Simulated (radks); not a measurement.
Valence configurations of Mn+ (all share [Ar]). Method: Dirac Kohn-Sham, PBE, spin-unpolarised, spherical densities, finite nucleus; open shells are shared between the two j in proportion to 2j + 1; Fermi nuclear charge, rms radius 3.7057 fm; computed with a radial shooting solver on a logarithmic mesh with Libxc functionals. Order these by energy: 3d4 4p2; 3d4.5 4s1 4p0.5; 3d5 4p1; 3d5.5 4p0.5; 3d4 4s1 4p1; 3d6; 3d5 4s1; 3d4 4s2; 3d3.5 4s1 4p1.5; 3d3 4p3.

Answer. From the lowest, in eV above it: 3d6 0.000; 3d5 4s1 1.603; 3d5.5 4p0.5 2.695; 3d4.5 4s1 4p0.5 6.021; 3d5 4p1 6.343; 3d4 4s2 6.374; 3d4 4s1 4p1 11.649; 3d4 4p2 17.029; 3d3.5 4s1 4p1.5 18.605; 3d3 4p3 33.020. NIST lists [Ar] 3d5 4s1 as the ground configuration; this level of theory puts 3d6 lower, by 1.603 eV. The energies are those of spherical spin-averaged densities, not of single terms.
